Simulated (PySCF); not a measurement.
# Electron correlation in Rh (rhodium, neutral)

[Kr] 4d9, 2D determinant (an excited configuration). Calculation: PySCF 2.14, in ANO-RCC-VTZP (7s6p4d2f1g, 68 functions); the spin-free X2C one-electron Hamiltonian (Gaussian nucleus). Frozen: [Ar] 3d10; 17 electrons correlated.

| level | correlation energy (mhartree) |
| --- | --- |
| CCSD | -580.61 |
| (T) | -21.80 |
| CCSD(T) | -602.41 |

Diagnostics: T1 = 0.043, D1 = 0.2314, largest double amplitude 0.030.

T1 exceeds 0.03, a sign that the reference determinant is poor.

Cost of the coupled-cluster step: about 10 core-seconds, for 17 correlated electrons.

Iterations:

```
CC2 = 0
CCSD nocc = (np.int64(9), np.int64(8)), nmo = (54, 54)
frozen orbitals [[0, 1, 2, 3, 4, 5, 6, 7, 8, 9, 10, 11, 12, 13], [0, 1, 2, 3, 4, 5, 6, 7, 8, 9, 10, 11, 12, 13]]
max_cycle = 100
direct = 0
conv_tol = 1e-08
conv_tol_normt = 1e-06
diis_space = 8
diis_start_cycle = 0
Init t2, MP2 energy = -0.611747276053489
Init E_corr(UCCSD) = -0.611747276124441
cycle = 1  E_corr(UCCSD) = -0.561601311193034  dE = 0.0501459649  norm(t1,t2) = 0.10276
cycle = 2  E_corr(UCCSD) = -0.582875780049075  dE = -0.0212744689  norm(t1,t2) = 0.044625
cycle = 3  E_corr(UCCSD) = -0.579887267531716  dE = 0.00298851252  norm(t1,t2) = 0.0303046
cycle = 4  E_corr(UCCSD) = -0.579687969202781  dE = 0.000199298329  norm(t1,t2) = 0.0105908
cycle = 5  E_corr(UCCSD) = -0.580019220101004  dE = -0.000331250898  norm(t1,t2) = 0.0102948
cycle = 6  E_corr(UCCSD) = -0.580219721566514  dE = -0.000200501466  norm(t1,t2) = 0.00955305
cycle = 7  E_corr(UCCSD) = -0.580068808534485  dE = 0.000150913032  norm(t1,t2) = 0.0100446
cycle = 8  E_corr(UCCSD) = -0.579961022907346  dE = 0.000107785627  norm(t1,t2) = 0.0100979
cycle = 9  E_corr(UCCSD) = -0.579949309464586  dE = 1.17134428e-05  norm(t1,t2) = 0.0100452
cycle = 10  E_corr(UCCSD) = -0.580123526581224  dE = -0.000174217117  norm(t1,t2) = 0.00968698
cycle = 11  E_corr(UCCSD) = -0.580336846239593  dE = -0.000213319658  norm(t1,t2) = 0.00918428
cycle = 12  E_corr(UCCSD) = -0.580475993795909  dE = -0.000139147556  norm(t1,t2) = 0.00753734
cycle = 13  E_corr(UCCSD) = -0.580268495687342  dE = 0.000207498109  norm(t1,t2) = 0.00674583
cycle = 14  E_corr(UCCSD) = -0.580563610417672  dE = -0.00029511473  norm(t1,t2) = 0.00433007
cycle = 15  E_corr(UCCSD) = -0.580692105686329  dE = -0.000128495269  norm(t1,t2) = 0.00315812
cycle = 16  E_corr(UCCSD) = -0.580596173426511  dE = 9.59322598e-05  norm(t1,t2) = 0.00174104
cycle = 17  E_corr(UCCSD) = -0.580618093254061  dE = -2.19198276e-05  norm(t1,t2) = 0.00148174
cycle = 18  E_corr(UCCSD) = -0.580628966503791  dE = -1.08732497e-05  norm(t1,t2) = 0.000692019
cycle = 19  E_corr(UCCSD) = -0.580619877110164  dE = 9.08939363e-06  norm(t1,t2) = 0.000355873
cycle = 20  E_corr(UCCSD) = -0.580613552554362  dE = 6.3245558e-06  norm(t1,t2) = 0.000148353
cycle = 21  E_corr(UCCSD) = -0.580612857887373  dE = 6.94666989e-07  norm(t1,t2) = 4.1757e-05
cycle = 22  E_corr(UCCSD) = -0.580613749204331  dE = -8.91316958e-07  norm(t1,t2) = 2.37297e-05
cycle = 23  E_corr(UCCSD) = -0.580613224785271  dE = 5.2441906e-07  norm(t1,t2) = 1.21246e-05
cycle = 24  E_corr(UCCSD) = -0.580613648351321  dE = -4.2356605e-07  norm(t1,t2) = 7.81258e-06
cycle = 25  E_corr(UCCSD) = -0.580613608887473  dE = 3.94638475e-08  norm(t1,t2) = 5.28433e-06
cycle = 26  E_corr(UCCSD) = -0.580613638827347  dE = -2.99398739e-08  norm(t1,t2) = 3.61517e-06
cycle = 27  E_corr(UCCSD) = -0.580613625613728  dE = 1.32136189e-08  norm(t1,t2) = 2.64364e-06
cycle = 28  E_corr(UCCSD) = -0.580613559931774  dE = 6.56819539e-08  norm(t1,t2) = 1.91483e-06
cycle = 29  E_corr(UCCSD) = -0.580613529495214  dE = 3.04365605e-08  norm(t1,t2) = 9.94378e-07
cycle = 30  E_corr(UCCSD) = -0.580613505707744  dE = 2.37874699e-08  norm(t1,t2) = 6.14936e-07
cycle = 31  E_corr(UCCSD) = -0.580613503156825  dE = 2.55091859e-09  norm(t1,t2) = 3.44384e-07
UCCSD converged
E(UCCSD) = -4781.564424867191  E_corr = -0.5806135031568253
UCCSD(T) correction = -0.0218022250635377
```
